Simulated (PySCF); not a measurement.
Ionising SrO

PBE0; PySCF, scalar-relativistic core potentials, basis sets Sr def2-SVPD with ECP28, O def2-SVPD. Neutral (UKS): singlet (closed shell), Re = 1.959 Å, ωe = 696 cm⁻¹, De = 3.97 eV, HOMO -4.67 eV, LUMO -1.79 eV.

SrO⁻ (UKS): doublet (σ ↑), Re = 2.027 Å, ωe = 614 cm⁻¹, De = 3.25 eV to Sr + O⁻. The energies at the minima are -105.74557 hartree for SrO and -105.77239 for SrO⁻.

Task: Work out the adiabatic electron affinity, without and with harmonic zero-point energies (1 hartree = 27.2114 eV, 1 eV = 8065.5 cm⁻¹), and the change of the bond length.

Result: At PBE0: 0.02682 hartree = 0.730 eV between the minima; the zero-point term (696.0 − 614.0)/2 cm⁻¹ = +0.005 eV makes it 0.735 eV. Re changes by +6.8 pm against the neutral. The electron enters a σ orbital; in so polar a molecule the change of length follows mostly from the change of the ionic charges.

Spin–orbit coupling is left out. For an ion De counts to the pair picked by the measured ionisation energies or electron affinities, which need not be the lowest pair at this level. The highest Kohn–Sham level is positive in this anion. Much of that is self-interaction error, but it also means that the finite basis helps to hold the extra electron. States were picked by a PBE0 search and need not be the measured ground states.
